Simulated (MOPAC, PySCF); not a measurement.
CH$_{9}$NSi$_{2}$, SMILES `C[SiH2]N[SiH3]` (C–Si–N–Si torsion 75°), neutral singlet in the gas phase. 

Z-matrix (Å, degrees):
```
N
H 1 1.0091
Si 1 1.7219 2 117.13
Si 1 1.7317 2 115.64 3 179.07
H 3 1.4864 1 106.57 2 178.76
H 3 1.4890 5 109.22 1 -121.75
H 4 1.4890 1 109.10 2 135.15
H 4 1.4892 7 109.15 1 116.36
H 3 1.4896 5 108.96 6 -116.79
C 4 1.8654 7 108.51 8 119.74
H 10 1.0926 4 111.11 7 -178.57
H 10 1.0932 11 108.08 4 121.64
H 10 1.0936 11 108.28 12 116.62
```
Charge 0, multiplicity 1.

All levels are single points at this geometry (PBE0-D4/def2-TZVP); Pople sets use spherical d functions. Orbital energies aren't observables, and empty levels follow the basis.

| level | HOMO (eV) | LUMO (eV) | gap (eV) | dipole (D) | vertical IE, Delta-SCF (eV) |
|---|---|---|---|---|---|
| B3LYP-D3(BJ)/def2-TZVP in PySCF | -7.14 | -0.05 | 7.10 | 1.00 | 9.26 |
| PBE-D3(BJ)/def2-TZVP in PySCF | -6.04 | -0.66 | 5.38 | 1.02 | 8.95 |
| PBE0-D4/def2-TZVP in PySCF | -7.36 | 0.18 | 7.54 | 1.01 | 9.27 |
| B3LYP/3-21G in PySCF | -6.52 | 0.98 | 7.50 | 0.98 | – |
| B3LYP/6-311+G** in PySCF | -7.11 | -0.41 | 6.71 | 0.90 | – |
| B3LYP/6-31G* in PySCF | -6.84 | 0.51 | 7.36 | 1.02 | 9.07 |
| B3LYP/LANL2DZ in PySCF | -6.68 | 0.67 | 7.34 | 0.81 | – |
| BP86/6-31G* in PySCF | -5.84 | -0.18 | 5.67 | 1.06 | – |
| M06-2X/6-31G* in PySCF | -8.39 | 1.47 | 9.86 | 0.98 | – |
| PBE/6-31G* in PySCF | -5.73 | -0.16 | 5.57 | 1.05 | 8.77 |
| SVWN5/6-31G* in PySCF | -5.79 | -0.36 | 5.43 | 1.06 | 8.86 |
| HF/STO-3G in PySCF | -7.49 | 12.53 | 20.02 | 0.46 | – |
| AM1 in MOPAC | -9.66 | 1.42 | 11.08 | 0.64 | – |
